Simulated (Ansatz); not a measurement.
Ge2S4⁻. Charge -1, multiplicity 2. Geometry PBE-D4/def2-SVPD, basis def2-TZVPD, Ansatz.

```xyz
6

Ge    0.387   -0.175   -1.513
Ge   -0.450   -0.894    1.212
S     1.528   -1.417    0.096
S    -0.198    1.475    1.469
S    -1.670   -0.983   -0.773
S     0.404    1.993   -0.491
```

```tsv
run	HOMO (eV)	LUMO (eV)
A	-1.04	-0.50
B	-0.84	-0.51
C	-2.06	0.06
D	-1.89	0.04
E	-0.67	-0.41
F	-1.45	-0.27
```

Another isomer (doublet) lies 0.14 eV lower at PBE0-D4/def2-TZVPD; other spin states weren't run for this one.

HOMO and LUMO are taken over both spins.

**Question.** The runs used BLYP, PBE, PBE0, r2SCAN, r2SCAN0, r2SCANh. Estimate which is which.

**Answer.** A r2SCAN (0 % exact exchange); B PBE (0 % exact exchange); C r2SCAN0 (25 % exact exchange); D PBE0 (25 % exact exchange); E BLYP (0 % exact exchange); F r2SCANh (10 % exact exchange). Exact exchange lowers occupied and raises empty levels; among semilocal functionals meta-GGAs tend to open the gap a little, and such runs are hard to tell apart. The gap grows from 0.26 eV (BLYP) to 2.13 eV (r2SCAN0).
